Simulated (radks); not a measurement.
The mean radii <r> (bohr) of the occupied orbitals of an atom or ion are listed with their occupations. All-electron calculation, scalar-relativistic Kohn-Sham, r2SCAN, spin-polarised, spherical densities, finite nucleus; meta-GGA in the generalised Kohn-Sham scheme; Fermi nuclear charge, rms radius of each element as measured or else 0.836 A^(1/3) + 0.57 fm. Program: a radial shooting solver on a logarithmic mesh with Libxc functionals.

orbital  occ.      <r>
1s down     1  0.02410
1s up       1  0.02410
2s up       1   0.1030
2s down     1   0.1030
2p up       3  0.09050
2p down     3  0.09049
3s up       1   0.2701
3s down     1   0.2701
3p up       3   0.2679
3p down     3   0.2679
3d up       5   0.2445
3d down     5   0.2445
4s up       1   0.5800
4s down     1   0.5801
4p up       3   0.5999
4p down     3   0.6001
4d up       1   0.6181
5s up       1    1.061
5s down     1    1.064

Name the element and its charge. Open shells, if any, are filled with parallel spins first.

Answer. Z = 59, praseodymium, charge +20: Pr20+ in [Kr] 4d1 5s2. The 1s radius gives Z: for a bare nucleus <r> = (2 gamma + 1)/(2Z) with gamma = sqrt(1 - (Z/c)^2), 0.02377 bohr for Z = 59, and screening makes it slightly larger (0.02410 here). The occupations add up to 39, and the charge is Z minus that.
